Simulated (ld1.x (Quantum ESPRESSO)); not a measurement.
**What the settings do to the TM potential of Fe**

Base potential:

| Quantity | Value |
| --- | --- |
| Element | Fe (Z = 26) |
| Generator | ld1.x (Quantum ESPRESSO) 7.5 |
| Type | norm-conserving Troullier–Martins (Kleinman–Bylander form) |
| Functional | BLYP |
| Relativity | scalar-relativistic |
| Frozen core | [Ne] 3s2 |
| Valence charge | 14 |
| Reference configuration | 3p6 3d6 4s1 4p0 (charge +1) |
| Partial waves | 3p (bound): rc 1.35 bohr; 3d (bound): rc 1.30 bohr; 4s (bound): rc 2.45 bohr |
| Local potential | the s channel |
| Core correction | none |

Cutoffs, loose and tight: the cutoffs (Ry, on a coarse ladder) from which the occupation-weighted sum of valence levels, in a spherical-Bessel basis at the reference potential, stays within 10 and 1 mRy of its value at 400 Ry. They do not see the model core or the augmentation charge, which bear on the density cutoff. Test errors are all-electron minus pseudo excitation energies from the reference, over the configurations 3p6 3d6 4s2 4p0; 3p6 3d6 4s0 4p0; 3p6 3d5 4s0 4p0; 3p6 3d4 4s0 4p0; 3p5 3d6 4s2 4p0; 3p6 3d6 4s1.5 4p0; 3p6 3d5 4s2 4p0. A dash means not determined; rows that change the core or the reference have their own tests.

| change | outcome | cutoff, loose | cutoff, tight | bound ghosts | largest test error (meV) |
| --- | --- | --- | --- | --- | --- |
| base | generated | 140 Ry | 200 Ry | none | -1068 |
| core correction a·sin(br)/r model core inside 0.56 bohr | generated | 140 Ry | 200 Ry | none | -1175 |
| core correction a·sin(br)/r model core inside 0.72 bohr | generated | 140 Ry | 200 Ry | none | -1175 |
| core correction a·sin(br)/r model core inside 0.86 bohr | generated | 140 Ry | 200 Ry | none | -1174 |
| core correction a·sin(br)/r model core inside 0.96 bohr | generated | 140 Ry | 200 Ry | none | -1171 |
| core correction a·sin(br)/r model core inside 1.14 bohr | generated | 140 Ry | 200 Ry | none | -1162 |
| core correction a·sin(br)/r model core inside 1.26 bohr | generated | 140 Ry | 200 Ry | none | -1153 |
| core correction a·sin(br)/r model core inside 1.36 bohr | generated | 140 Ry | 200 Ry | none | -1145 |
| core correction a·sin(br)/r model core inside 1.54 bohr | generated | 140 Ry | 200 Ry | none | -1127 |
